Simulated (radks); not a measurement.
All-electron atom: Cl+ in [Ne] 3s1.5 3p4 3d0.5 (fractional occupations, a model configuration). Calculated with a radial shooting solver on a logarithmic mesh with Libxc functionals: non-relativistic Kohn-Sham, BLYP, spin-polarised, spherical densities, point nucleus; open shells are filled with parallel spins first.

Local quantities along the radius. ELF = 1/(1 + alpha^2) is the electron localisation function; alpha = (tau - tau_W)/tau_unif compares the Pauli kinetic energy density with that of the uniform gas (summed over spins); r v_xc is r times the local exchange-correlation potential of spin up (hartree bohr); 4 pi r^2 rho is in e/bohr; s = |grad rho|/(2 (3 pi^2)^(1/3) rho^(4/3)) is the reduced gradient.

| r (bohr) | ELF | alpha | r v_xc | 4 pi r^2 rho | s |
|---|---|---|---|---|---|
| 0.002958 | 1.000 | 0.01048 | -0.08115 | 0.3204 | 0.3854 |
| 0.003821 | 1.000 | 0.01090 | -0.09287 | 0.5191 | 0.3892 |
| 0.004976 | 1.000 | 0.01149 | -0.1082 | 0.8463 | 0.3942 |
| 0.006428 | 1.000 | 0.01228 | -0.1268 | 1.344 | 0.4006 |
| 0.00837 | 1.000 | 0.01343 | -0.1508 | 2.133 | 0.4093 |
| 0.01081 | 1.000 | 0.01503 | -0.1794 | 3.276 | 0.4204 |
| 0.01408 | 1.000 | 0.01749 | -0.2151 | 4.971 | 0.4357 |
| 0.01819 | 1.000 | 0.02116 | -0.2561 | 7.216 | 0.4556 |
| 0.02368 | 0.999 | 0.02734 | -0.3044 | 10.16 | 0.4832 |
| 0.03059 | 0.999 | 0.03776 | -0.3558 | 13.43 | 0.5196 |
| 0.03951 | 0.997 | 0.05731 | -0.4087 | 16.63 | 0.5693 |
| 0.05145 | 0.990 | 0.09971 | -0.4596 | 18.99 | 0.6388 |
| 0.06646 | 0.963 | 0.1963 | -0.4986 | 19.52 | 0.7264 |
| 0.08654 | 0.830 | 0.4533 | -0.5224 | 17.90 | 0.8225 |
| 0.1118 | 0.478 | 1.044 | -0.5306 | 15.16 | 0.8462 |
| 0.1456 | 0.243 | 1.766 | -0.5389 | 13.34 | 0.6478 |
| 0.188 | 0.323 | 1.447 | -0.6008 | 14.34 | 0.3627 |
| 0.2448 | 0.636 | 0.7562 | -0.7374 | 17.51 | 0.3031 |
| 0.3163 | 0.823 | 0.4640 | -0.8343 | 19.28 | 0.4163 |
| 0.4086 | 0.858 | 0.4065 | -0.8574 | 16.78 | 0.6135 |
| 0.532 | 0.726 | 0.6149 | -0.7926 | 10.64 | 0.9135 |
| 0.6872 | 0.225 | 1.853 | -0.6934 | 5.384 | 1.130 |
| 0.8948 | 0.136 | 2.516 | -0.6563 | 3.573 | 0.5487 |
| 1.156 | 0.616 | 0.7893 | -0.8855 | 4.034 | 0.3333 |
| 1.505 | 0.831 | 0.4515 | -0.9452 | 3.920 | 0.5933 |
| 1.944 | 0.764 | 0.5554 | -0.8774 | 2.577 | 0.9707 |
| 2.532 | 0.455 | 1.095 | -0.7221 | 1.110 | 1.579 |
| 3.27 | 0.097 | 3.047 | -0.5721 | 0.3504 | 2.500 |
| 4.224 | 0.015 | 8.153 | -0.4406 | 0.09508 | 3.599 |
| 5.501 | 0.004 | 15.03 | -0.3188 | 0.02558 | 5.085 |
| 7.106 | 0.001 | 29.53 | -0.2483 | 0.006129 | 8.924 |
| 9.252 | 0.000 | 91.15 | -0.1895 | 0.0008363 | 20.70 |

On this mesh the ELF has minima near r = 0.15, 0.79 bohr, which separate the shells, and maxima near 0.41 (0.86), 1.5 (0.83).
